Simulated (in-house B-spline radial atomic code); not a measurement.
## RPA and G0W0 on PBE: the zirconium ion Zr⁴⁺

Configuration [Ar] 3d10 4s2 4p6, mean-field start PBE. Computed with an all-electron radial atomic-structure program (B-spline basis): all electrons, non-relativistic, point nucleus, each spin shell either full or empty, empty states to l = 9 with an (l + 1/2)⁻⁴ tail; G0W0 by contour deformation at full frequency.

Without relativity these are model numbers: it shifts the levels of so heavy an element strongly and can reorder them.

Command:
```bash
python run_gw.py task.json out
```
Settings (radii: box in bohr, nucleus in fm):
```
Z                        40
electrons                36
configuration            [Ar] 3d10 4s2 4p6
hamiltonian              nr
method                   pbe,pbe
lmax                     9
spin_polarised           False
box_radius               11.96
intervals                51
```

Time taken, with all properties: 1.2 s on 1 thread of AMD EPYC 7R13 Processor, with other jobs on the host.

Energies (hartree):

```csv
term,value
mean-field total,-3537.62295
Hartree-Fock functional on these orbitals,-3536.27400
direct second order,-3.0583
second-order exchange,0.87419
SOSEX correction,0.81176
```

Question: What is the RPA correlation energy, and what remains with SOSEX?

Answer: RPA gives -2.6968 hartree (-2.04 eV per electron); RPA + SOSEX gives -1.885, and the second-order doubles -2.1841 hartree (no singles). RPA lacks exchange-type terms and so overcorrelates at short range.

Quasi-particle levels (eV):

```
level  occupied  mean field  Σx - vxc     Σc  QP weight     G0W0
   4p       yes      -72.53     -7.63      ?          ?        ?
   3d       yes     -220.80    -26.47   8.04      0.881  -239.23
   4d        no      -40.93      7.99  -2.21      0.963   -35.15
```

G0W0 = mean field + (Σx - vxc) + Σc, with Σc (partial-wave tail included) taken at the quasi-particle energy. Only the outer levels were computed. Levels of low weight are left out.

Question: Where does G0W0 put 4p?

Answer: At -80.67 eV, with Σc = -0.51 eV and a quasi-particle weight of 0.945. The tabulated removal energy is 80.348 ± 0.007 eV (NIST, semi-empirical); the calculation leaves out relativity, Breit and QED terms, and what these don't explain is the method's own error.
